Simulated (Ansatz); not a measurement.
Calculation: B3LYP-D3(BJ)/def2-SVP (Ansatz, a first-principles code). No frequencies were computed at this level.

Ansatz 0.2 input:
```yaml
crystal:
  periodic: [false, false, false]
  atoms:
    - { symbol: B, position_ang: [3.743573, 0.592357, 0.247874] }
    - { symbol: C, position_ang: [2.228488, 0.355735, 0.146944] }
    - { symbol: C, position_ang: [1.217709, 1.330023, 0.263202] }
    - { symbol: C, position_ang: [-0.038086, 0.744551, 0.116823] }
    - { symbol: C, position_ang: [-1.253711, 1.403385, 0.170664] }
    - { symbol: C, position_ang: [-2.533058, 0.883512, 0.034824] }
    - { symbol: C, position_ang: [-2.916472, -0.432122, -0.187182] }
    - { symbol: C, position_ang: [-2.139723, -1.570388, -0.334438] }
    - { symbol: C, position_ang: [-0.757596, -1.675472, -0.29689] }
    - { symbol: F, position_ang: [-0.293106, -2.932879, -0.477556] }
    - { symbol: C, position_ang: [0.210949, -0.703065, -0.10508] }
    - { symbol: C, position_ang: [1.588558, -0.882644, -0.079218] }
    - { symbol: H, position_ang: [4.153202, 1.668539, 0.454682] }
    - { symbol: H, position_ang: [4.48593, -0.301968, 0.118355] }
    - { symbol: H, position_ang: [1.389788, 2.376348, 0.438741] }
    - { symbol: H, position_ang: [-1.189531, 2.472306, 0.34282] }
    - { symbol: H, position_ang: [-3.342582, 1.598051, 0.113358] }
    - { symbol: H, position_ang: [-3.984761, -0.597883, -0.256061] }
    - { symbol: H, position_ang: [-2.659567, -2.504822, -0.501258] }
    - { symbol: H, position_ang: [2.089997, -1.823564, -0.210601] }
basis:
  gaussian: { orbitals: def2-svp }
hamiltonian:
  xc: b3lyp
  dispersion: d3bj
relax:
  max_steps: 150
```

Output:

```
Functional definition: B3LYP
2427 factors; integrals over basis functions are off by at most 4.0e-4 eV
mean field evaluation 1: about -13870.3654 eV, gradient 6.3e1 eV
mean field evaluation 2: about -13860.8296 eV, gradient 8.7e1 eV
mean field evaluation 4: about -13881.4374 eV, gradient 9.1e0 eV
mean field evaluation 8: about -13881.7658 eV, gradient 5.2e-1 eV
mean field evaluation 16: about -13881.7666 eV, gradient 2.2e-4 eV
mean field -13881.76657013 eV, -510.1455120531 hartree, gradient 5.0e-5 eV, S^2 0.000000; 0 other end points of the search recorded, 0 dependent functions left out
reference -13881.76688113 eV, -510.1455234821 hartree; 41, 41 occupied and 167, 167 virtual orbitals, 2427 factors
relax step   1: F+E_penalty+E_count = -13882.86434492 eV  Δ(F+E_penalty+E_count) = +0.000e0 eV  max|allowed force component| = 1.004e0 eV/Å  Δτ_max = 0.0000 Å  (33 SCF iters, accepted)
these checks for a lower state are left out or cut short: starts, cluster_reference, orbital_swaps, neighbouring_geometries, increment
2427 factors; integrals over basis functions are off by at most 4.1e-4 eV
mean field -13881.85512822 eV, -510.1487665028 hartree, gradient 1.5e-5 eV, S^2 0.000000; 0 other end points of the search recorded, 0 dependent functions left out
reference -13881.85544188 eV, -510.1487780296 hartree; 41, 41 occupied and 167, 167 virtual orbitals, 2427 factors
relax step   2: F+E_penalty+E_count = -13882.94931089 eV  Δ(F+E_penalty+E_count) = -8.497e-2 eV  max|allowed force component| = 3.772e-1 eV/Å  Δτ_max = 0.0330 Å  (36 SCF iters, accepted)
these checks for a lower state are left out or cut short: starts, cluster_reference, orbital_swaps, neighbouring_geometries, increment
2427 factors; integrals over basis functions are off by at most 4.2e-4 eV
mean field evaluation 32: about -13881.8646 eV, gradient 4.5e-4 eV
mean field -13881.86462926 eV, -510.1491156596 hartree, gradient 1.5e-5 eV, S^2 0.000000; 0 other end points of the search recorded, 0 dependent functions left out
reference -13881.86494395 eV, -510.1491272240 hartree; 41, 41 occupied and 167, 167 virtual orbitals, 2427 factors
relax step   3: F+E_penalty+E_count = -13882.95741363 eV  Δ(F+E_penalty+E_count) = -8.103e-3 eV  max|allowed force component| = 1.062e-1 eV/Å  Δτ_max = 0.0153 Å  (36 SCF iters, accepted)
these checks for a lower state are left out or cut short: starts, cluster_reference, orbital_swaps, neighbouring_geometries, increment
2427 factors; integrals over basis functions are off by at most 4.2e-4 eV
mean field -13881.86474473 eV, -510.1491199028 hartree, gradient 1.7e-5 eV, S^2 0.000000; 0 other end points of the search recorded, 0 dependent functions left out
reference -13881.86505939 eV, -510.1491314664 hartree; 41, 41 occupied and 167, 167 virtual orbitals, 2427 factors
relax step   4: F+E_penalty+E_count = -13882.95761735 eV  Δ(F+E_penalty+E_count) = -2.037e-4 eV  max|allowed force component| = 7.071e-3 eV/Å  Δτ_max = 0.0054 Å  (29 SCF iters, accepted)
2427 factors; integrals over basis functions are off by at most 4.2e-4 eV
mean field -13881.86474473 eV, -510.1491199028 hartree, gradient 1.7e-5 eV, S^2 0.000000; 1 other end points of the search recorded, 0 dependent functions left out
reference -13881.86505939 eV, -510.1491314664 hartree; 41, 41 occupied and 167, 167 virtual orbitals, 2427 factors
Total energy: -13882.95793201 eV, -510.1892937947 hartree
Atom 0 at     3.752064     0.590389     0.247017 Å, force    -0.002742     0.001518     0.000504 eV/Å
Atom 1 at     2.239288     0.355291     0.147834 Å, force     0.007071    -0.000856     0.000295 eV/Å
Atom 2 at     1.226706     1.344606     0.264973 Å, force    -0.001071    -0.004246    -0.000787 eV/Å
Atom 3 at    -0.038798     0.750154     0.118201 Å, force    -0.000010     0.002226    -0.000316 eV/Å
Atom 4 at    -1.264659     1.416115     0.174164 Å, force    -0.002408     0.000878     0.001377 eV/Å
Atom 5 at    -2.553900     0.895200     0.038352 Å, force     0.000810    -0.001592     0.000590 eV/Å
Atom 6 at    -2.928970    -0.435545    -0.188713 Å, force     0.005106    -0.000983    -0.000779 eV/Å
Atom 7 at    -2.150392    -1.584397    -0.339922 Å, force    -0.003507    -0.000841    -0.000835 eV/Å
Atom 8 at    -0.757961    -1.689992    -0.300411 Å, force    -0.006311     0.004416     0.000931 eV/Å
Atom 9 at    -0.291834    -2.932280    -0.479405 Å, force     0.003274     0.001293    -0.000035 eV/Å
Atom 10 at     0.211443    -0.705303    -0.104212 Å, force     0.002701    -0.006852    -0.000760 eV/Å
Atom 11 at     1.597471    -0.897703    -0.078766 Å, force    -0.000669     0.004863     0.000495 eV/Å
Atom 12 at     4.185416     1.700865     0.445254 Å, force     0.000931    -0.002041    -0.001219 eV/Å
Atom 13 at     4.523720    -0.331476     0.128114 Å, force     0.000495     0.001451     0.000885 eV/Å
Atom 14 at     1.398410     2.406588     0.441823 Å, force    -0.001554     0.000837     0.000000 eV/Å
Atom 15 at    -1.198835     2.495299     0.349130 Å, force     0.001060     0.000917    -0.000286 eV/Å
Atom 16 at    -3.374592     1.612360     0.119100 Å, force    -0.000185     0.000662    -0.000068 eV/Å
Atom 17 at    -4.007619    -0.607045    -0.259967 Å, force     0.000217    -0.001087     0.000067 eV/Å
Atom 18 at    -2.669184    -2.530232    -0.511552 Å, force    -0.003673    -0.000090    -0.000091 eV/Å
Atom 19 at     2.102227    -1.852894    -0.211011 Å, force     0.000466    -0.000474     0.000034 eV/Å
Dipole moment:    -0.788753     0.125000    -0.012194 e Å
```

Cost: about 2.2 core-minutes (a rough figure).
